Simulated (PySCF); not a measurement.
## Electric properties by functional and basis

Compound: CSe (singlet state).
Z-matrix (Å and degrees, PBE0-D3(BJ)/def2-SVP geometry), rows numbered from 1:
```
C 
Se  1  1.6718
```

PySCF, dipoles from the SCF density, polarisabilities from static response with core orbitals frozen. Geometry: PBE0-D3(BJ)/def2-SVP; no solvent, vibrations or thermal averaging. The LDA/def2-SVPD calculation is non-relativistic and has no spin–orbit coupling, an omission that weighs most on selenium.

Reference dipole: 1.990 D (measured, gas; Liu, Meijer, Perez-Rios, Phys. Chem. Chem. Phys. 22 (2020) 24191). The anisotropy is √(½[(α1 − α2)² + (α2 − α3)² + (α3 − α1)²]).

| level | μ (D) | error (%) | α (Å³) | anisotropy (Å³) |
| --- | --- | --- | --- | --- |
| LDA/def2-SVPD | 2.329 | +17.1 | 5.20 | 2.72 |
| PBE/def2-SVPD | 2.280 | +14.6 | 5.21 | 2.71 |
| B3LYP/def2-SVPD | 2.239 | +12.5 | 5.16 | 2.62 |
| PBE0/def2-SVPD | 2.219 | +11.5 | 5.12 | 2.60 |
| BHandHLYP/def2-SVPD | 2.133 | +7.2 | 5.08 | 2.53 |
| CAM-B3LYP/def2-SVPD | 2.245 | +12.8 | 5.11 | 2.57 |
| wB97X-D/def2-SVPD | 2.238 | +12.5 | 5.18 | 2.62 |
| LC-wPBE/def2-SVPD | 2.262 | +13.7 | 5.03 | 2.53 |
| HF/def2-SVPD | 1.860 | -6.5 | 5.13 | 2.46 |
| PBE0/6-31G* | 1.796 | -9.7 | 3.75 | 3.17 |
| PBE0/def2-SVP | 2.119 | +6.5 | 3.84 | 3.32 |
| PBE0/aug-cc-pVDZ | 2.104 | +5.7 | 5.10 | 2.82 |
| PBE0/def2-TZVP | 2.099 | +5.5 | 4.69 | 3.17 |
| PBE0/def2-TZVPD | 2.125 | +6.8 | 5.20 | 2.72 |
| PBE0/aug-cc-pVTZ | 2.124 | +6.7 | 5.20 | 2.75 |

For the dipole, the smallest error is 5.5% (PBE0/def2-TZVP) and the largest 17.1% (LDA/def2-SVPD). The dipole runs from 1.80 D (PBE0/6-31G*) to 2.33 D (LDA/def2-SVPD). No reference polarisability is at hand; against PBE0 in the largest diffuse basis at hand (aug-cc-pVTZ) the other PBE0 rows deviate by 6-31G* -28%, def2-SVP -26%, aug-cc-pVDZ -2%, def2-SVPD -2%, def2-TZVP -10%, def2-TZVPD 0%. In one basis (def2-SVPD) the functionals order the polarisability from LC-wPBE (lowest) to PBE (highest), a spread of 4%. With PBE0 the polarisability is 4.09 Å³ without diffuse functions (mean of 6-31G*, def2-SVP and def2-TZVP) and 5.16 Å³ with them (mean of aug-cc-pVDZ, def2-SVPD, def2-TZVPD and aug-cc-pVTZ). Measured values can belong to vibrating molecules; the computed ones are for one fixed geometry.
